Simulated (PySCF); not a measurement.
**A PySCF run on Tl₂⁺**

State: ²Σg⁺ (doublet), unpaired electrons σ ↑.

An equivalent input (the run itself took its basis sets from the Basis Set Exchange, started from a PBE0 density and held the occupation σ 9α 8β, πx 4α 4β, πy 4α 4β, δx 2α 2β, δy 2α 2β):

```python
from pyscf import gto, dft
mol = gto.M(atom='Tl 0 0 0; Tl 0 0 3.678', basis={'Tl': 'def2-SVP'}, ecp={'Tl': 'def2-SVP'},
            charge=1, spin=1, verbose=4, symmetry='C2v')
mf = dft.UKS(mol, xc='PBE')
mf.grids.atom_grid = (80, 434)
mf.grids.prune = dft.gen_grid.treutler_prune
mf.irrep_nelec = {'A1': (11, 10), 'A2': (2, 2), 'B1': (4, 4), 'B2': (4, 4)}
mf.conv_tol = 1e-9
mf.max_cycle = 60
mf.diis_space = 10
mf.kernel()
```

The log (some set-up lines and the per-cycle HOMO/LUMO lines removed):

```
******** <class 'pyscf.dft.uks_symm.SymAdaptedUKS'> ********
method = SymAdaptedUKS
damping factor = 0
level_shift factor = 0
DIIS = <class 'pyscf.scf.diis.CDIIS'>
diis_start_cycle = 1
diis_space = 10
diis_damp = 0
SCF conv_tol = 1e-09
SCF conv_tol_grad = None
SCF max_cycles = 60
number electrons alpha = 21  beta = 20
Set gradient conv threshold to 3.16228e-05
init E= -344.913318260948
cycle= 1 E= -344.914661654323  delta_E= -0.00134  |g|= 0.0169  |ddm|= 0.115
cycle= 2 E= -344.914720334341  delta_E= -5.87e-05  |g|= 0.013  |ddm|= 0.0578
cycle= 3 E= -344.914802089421  delta_E= -8.18e-05  |g|= 0.000159  |ddm|= 0.0256
cycle= 4 E= -344.914802106682  delta_E= -1.73e-08  |g|= 0.000112  |ddm|= 0.000602
cycle= 5 E= -344.914802120034  delta_E= -1.34e-08  |g|= 5.71e-06  |ddm|= 0.00026
cycle= 6 E= -344.914802120072  delta_E= -3.76e-11  |g|= 3.58e-07  |ddm|= 1.63e-05
Extra cycle  E= -344.914802120072  delta_E=    0  |g|= 2.75e-07  |ddm|= 1.33e-06
converged SCF energy = -344.914802120072  <S^2> = 0.751241  2S+1 = 2.0012406
```

Repeating this along the bond gives Re = 3.739 Å and ωe = 45.7 cm⁻¹.

A point of this curve took 0.5 CPU seconds beside 0.29 for the integrals, on Oxide Virtual Turin-like (shared host).

These are scalar-relativistic numbers at best; spin–orbit coupling would shift them, the dissociation energy most. The state is the lowest determinant that a PBE0 search found; another state may lie lower at other levels.
